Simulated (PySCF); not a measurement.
Vibration and rotation of TlBr

RHF-CCSD(T) constants of TlBr, ¹Σ⁺ (singlet), closed shell (PySCF, scalar-relativistic core potentials, basis sets Tl def2-SVP with ECP60, Br def2-SVP; masses 204.9744 and 78.9183 u):

| Property | Result |
| --- | --- |
| ωe | 196.2 cm⁻¹ |
| ωexe | 0.381 cm⁻¹ |
| Be | 0.041263 cm⁻¹ |
| αe | 0.000115 cm⁻¹ |
| De to Tl + Br | 3.67 eV |

**Question.** What force constant and bond length do these constants imply?

**Answer.** Reduced mass μred = 56.980 u; k = 5.8918×10⁻⁷·μred·ωe² (u, cm⁻¹, mdyn/Å) = 1.29 mdyn/Å; Re = √(16.8576/(μred·Be)) (u, cm⁻¹, Å) = 2.678 Å.

**Question.** Estimate the centrifugal constant D from the Kratzer relation and find the Dunham coefficient a1.

**Answer.** D = 4Be³/ωe² = 7.3e-09 cm⁻¹; a1 = −1 − αeωe/(6Be²) = -3.21.

Measured values (Huber and Herzberg, Constants of Diatomic Molecules (1979)): ωe = 192.1 cm⁻¹, ωexe = 0.39 cm⁻¹, Be = 0.0423895 cm⁻¹, αe = 0.00012755 cm⁻¹.

Correlated steps freeze 13 core orbitals. Correlated levels converge slowly with the basis: in double zeta they bind strong bonds too weakly, by up to about 1 eV, and carry superposition errors of some tenths. These are scalar-relativistic numbers at best; spin–orbit coupling would shift them, the dissociation energy most. Where the molecule has an RHF reference, its open-shell atoms are computed with UHF.
